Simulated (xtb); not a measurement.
Harmonic IR lines of one isomer of C3H7B, unscaled. Computed with GFN2-xTB (xtb 6.7.1).

```json
[
 {"wavenumber (cm⁻¹)": "817", "relative intensity": "8.3"},
 {"wavenumber (cm⁻¹)": "829", "relative intensity": "100"},
 {"wavenumber (cm⁻¹)": "851", "relative intensity": "8.2"},
 {"wavenumber (cm⁻¹)": "925", "relative intensity": "24"},
 {"wavenumber (cm⁻¹)": "977", "relative intensity": "3.3"},
 {"wavenumber (cm⁻¹)": "1033", "relative intensity": "8.1"},
 {"wavenumber (cm⁻¹)": "1183", "relative intensity": "26"},
 {"wavenumber (cm⁻¹)": "1282", "relative intensity": "35"},
 {"wavenumber (cm⁻¹)": "1416", "relative intensity": "4.9"},
 {"wavenumber (cm⁻¹)": "1491", "relative intensity": "3.0"},
 {"wavenumber (cm⁻¹)": "1642", "relative intensity": "22"},
 {"wavenumber (cm⁻¹)": "2641", "relative intensity": "70"},
 {"wavenumber (cm⁻¹)": "2674", "relative intensity": "87"},
 {"wavenumber (cm⁻¹)": "3010", "relative intensity": "18"},
 {"wavenumber (cm⁻¹)": "3020", "relative intensity": "37"},
 {"wavenumber (cm⁻¹)": "3060", "relative intensity": "25"},
 {"wavenumber (cm⁻¹)": "3114", "relative intensity": "23"}
]
```

Question: Say which structure gives these lines.
A. `BC(=C)C`
B. `B/C=C/C`
C. `B/C=C\C`
D. `BCC=C`

Answer: A, `BC(=C)C`
